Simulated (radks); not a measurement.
Radial electron density D(r) = 4 pi r^2 rho(r) of an atom or ion with 4 electrons. All-electron calculation, scalar-relativistic Kohn-Sham, LB94 model potential, spin-polarised, spherical densities, finite nucleus; Fermi nuclear charge, rms radius of each element as measured or else 0.836 A^(1/3) + 0.57 fm. Program: a radial shooting solver on a logarithmic mesh with Libxc functionals.

r (bohr)  D(r) (e/bohr)
0.003852          4.517
0.00463           6.117
0.00561           8.299
0.006798          11.10
0.008237          14.59
0.009981          18.78
0.01209           23.56
0.01465           28.66
0.01775           33.56
0.02151           37.53
0.02607           39.66
0.03133           39.19
0.03796           35.67
0.046             29.39
0.05574           21.69
0.06753           14.68
0.08183           10.38
0.09915           9.553
0.1201            11.11
0.1456            12.61
0.1764            11.95
0.2137            8.855
0.2569            5.079
0.3113            2.054
0.3771           0.5628
0.457           0.09706
0.5537         0.009621

What is the nuclear charge?

Answer. Z = 34. The innermost maximum, from 1s, lies near gamma/Z bohr with gamma = sqrt(1 - (Z/c)^2) = 0.969, here 0.0285 bohr (found: 0.0278), and its height grows with Z. The density is that of the selenium ion Se30+ in [He] 2s2; the configuration itself is not fixed sharply by these data, and Z only to about a unit. D(r) has 2 maxima, at r = 0.0278, 0.153 bohr, and minima at 0.0945 bohr, inside which lie 2.07 electrons.
